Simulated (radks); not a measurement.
Problem. Valence configurations of the chromium ion Cr3+ (all share [Ar]). All-electron calculation, non-relativistic Kohn-Sham, PBE, spin-unpolarised, spherical densities, point nucleus. Program: a radial shooting solver on a logarithmic mesh with Libxc functionals. Order these by energy: 3d2.5 4s0.5; 4s2 4p1; 3d1.5 4s1.5; 3d1 4p2; 3d1.5 4s0.5 4p1; 3d2 4p1; 3d3; 3d2 4s1; 3d2.5 4p0.5; 4s1 4p2.

Solution. From the lowest, in eV above it: 3d3 0.000; 3d2.5 4s0.5 5.789; 3d2.5 4p0.5 8.938; 3d2 4s1 12.689; 3d2 4p1 19.197; 3d1.5 4s1.5 20.773; 3d1.5 4s0.5 4p1 27.487; 3d1 4p2 43.995; 4s2 4p1 60.292; 4s1 4p2 67.667. NIST lists [Ar] 3d3 as the ground configuration; this level of theory agrees among the configurations tried. The energies are those of spherical spin-averaged densities, not of single terms.
